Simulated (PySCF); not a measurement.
The calculation used delta-SCF UKS SCAN, pcX-2 on the ionised atom, pcseg-1 elsewhere, spin-free X2C in PySCF 2.14.0. Geometries: PBE0-D3(BJ)/def2-SVP; isolated species, one conformer each. Values against the vacuum level.

Problem. Order these sites by rising C 1s binding energy.
A. C5 in `[CH:1]#[C:2][CH2:3][C:4](=[CH2:5])[O:6][CH:7]=[O:8]`
B. Carbon in `[GeH2]([SiH3])[CH2]Cl`
C. C3 in `[CH3:1][CH2:2][C@@H:3]1[CH2:4][C@@H:5]1[S:6](=[O:7])(=[O:8])[O-:9]`
D. C1 in `[CH:1]#[C:2][SiH2:3][PH3+:4]`

Solution. C (286.86 eV), A (290.27 eV), B (291.81 eV), D (295.28 eV).

The highest is bonded to C (triple bond) and H in a species of charge +1, the lowest to 3 C and H in a species of charge -1; the range is 8.42 eV.

Problem. Order these sites by rising O 1s binding energy.
A. O8 in `[CH3:1][CH2:2][C@@H:3]1[CH2:4][C@@H:5]1[S:6](=[O:7])(=[O:8])[O-:9]`
B. O8 in `[CH:1]#[C:2][CH2:3][C:4](=[CH2:5])[O:6][CH:7]=[O:8]`
C. Oxygen in `O=[CH][GeH2][SH]`

Solution. A (531.78 eV), B (538.28 eV), C (538.86 eV).

From the lowest up, the atoms are bonded to: S (double bond) in a species of charge -1 (531.78); C (double bond) (538.28); C (double bond) (538.86).

2 of these hole states are spin-contaminated (⟨S²⟩ up to 0.97, against 0.75; counted from 0.85) and less certain. The basis sets have no added diffuse functions, a weakness for anions.
